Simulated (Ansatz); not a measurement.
Al(PH3)F3 (AlPH3F3). The state is a singlet with charge 0. Geometry r2SCAN-D4/def2-SVP; atoms count from 1.

Cartesian coordinates in Å:
```
Al -0.223 0.546 -1.271
P 0.173 -0.428 0.995
H -0.798 -0.199 2.000
H 1.338 -0.028 1.693
H 0.301 -1.834 1.103
F -0.339 2.151 -0.844
F -1.631 -0.251 -1.661
F 1.179 0.045 -2.015
```

Estimate the Mulliken populations from the PBE0/def2-TZVP orbitals of Ansatz.


| atom | charge (e) |
| --- | --- |
| Al1 | 0.81 |
| P2 | -0.10 |
| H3 | 0.13 |
| H4 | 0.13 |
| H5 | 0.13 |
| F6 | -0.37 |
| F7 | -0.37 |
| F8 | -0.37 |
Mulliken values and Mayer orders depend strongly on the basis.

And the Mayer bond orders between bonded heavy atoms (over 0.3)?

Al1–P2 0.52 (2.50 Å); Al1–F6 1.05 (1.66 Å); Al1–F7 1.05 (1.66 Å); Al1–F8 1.05 (1.66 Å).
